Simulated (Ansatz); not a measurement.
```yaml
crystal:
  periodic: [false, false, false]
  atoms:
    - {symbol: N, position_ang: [-2.281278, -0.700210, 0.539670]}
    - {symbol: Si, position_ang: [-0.416471, -0.557255, 0.276757]}
    - {symbol: O, position_ang: [0.382659, -0.250155, 1.244676]}
    - {symbol: S, position_ang: [-0.073253, 0.931188, -1.224899]}
    - {symbol: Si, position_ang: [1.920702, 0.906768, -1.023121]}
    - {symbol: H, position_ang: [-2.908685, 0.048689, 0.817738]}
    - {symbol: H, position_ang: [-2.896872, -1.383268, -0.013339]}
    - {symbol: H, position_ang: [-0.448366, -2.166022, -0.243366]}
    - {symbol: H, position_ang: [0.850594, -0.715785, 2.146010]}
    - {symbol: H, position_ang: [2.441998, -0.453123, -1.077573]}
    - {symbol: H, position_ang: [2.236796, 1.875984, 0.248583]}
    - {symbol: H, position_ang: [2.241101, 1.671005, -2.449992]}
basis:
  gaussian: {orbitals: def2-SVP, final_grid: {core_spheres: 8, valence_spheres: 7, degree: 23}, nuclear_model: gaussian}
magnetization: {spin_polarized: true, initial_magnetization: 3}
hamiltonian: {xc: {name: LC-wPBE}}
accuracy: high
```

```sh
$ ansatz run in.yaml --threads 4 --pin off --events-out ev --progress --plain --max-ram 10444MiB
```

It prints (some lines left out):

```
Error: a molecule whose nuclei and cores have a total charge of 66 cannot have a net charge of 0 together with 3 unpaired electrons
```

Task: Something in this input is off. What?

Result: The number of unpaired electrons doesn't fit the electron count. The input was rejected before any iteration.
